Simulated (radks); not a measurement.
All-electron atom: Rb V in [Ar] 3d10 4s2 4p3 (the NIST ground configuration). Method: Dirac Kohn-Sham, OLYP, spin-unpolarised, spherical densities, finite nucleus; open shells are shared between the two j in proportion to 2j + 1; Fermi nuclear charge, rms radius 4.2036 fm; computed with a radial shooting solver on a logarithmic mesh with Libxc functionals.

Normalised radial functions P(r) = r R(r) (large component), r in bohr:

r,3p3/2,4s1/2,4p1/2
0.004009,0.0090,0.0837,0.0048
0.006029,0.0194,0.1144,0.0094
0.008995,0.0407,0.1488,0.0182
0.01353,0.0839,0.1811,0.0354
0.02018,0.1639,0.1940,0.0663
0.03035,0.3045,0.1607,0.1190
0.04563,0.5128,0.0493,0.1946
0.06808,0.7351,-0.1351,0.2703
0.1024,0.8114,-0.3074,0.2834
0.154,0.4604,-0.2616,0.1310
0.2297,-0.3942,0.1075,-0.1938
0.3454,-1.3003,0.4968,-0.4597
0.5152,-1.4531,0.3027,-0.2768
0.7748,-0.8377,-0.4758,0.3660
1.165,-0.2340,-0.9882,0.8916
1.738,-0.0269,-0.7168,0.7812
2.614,-0.0008,-0.2082,0.3038
3.931,0.0000,-0.0201,0.0451
5.864,0.0000,-0.0004,0.0016

3p3/2: eigenvalue -275.20 eV, 1 radial node at r = 0.195 bohr, <r> = 0.521 bohr, 90 % of the charge inside 0.791 bohr. 4s1/2: eigenvalue -78.533 eV, 3 radial nodes at r = 0.0515, 0.209, 0.614 bohr, <r> = 1.36 bohr, 90 % of the charge inside 1.97 bohr. 4p1/2: eigenvalue -61.374 eV, 2 radial nodes at r = 0.184, 0.627 bohr, <r> = 1.50 bohr, 90 % of the charge inside 2.20 bohr.
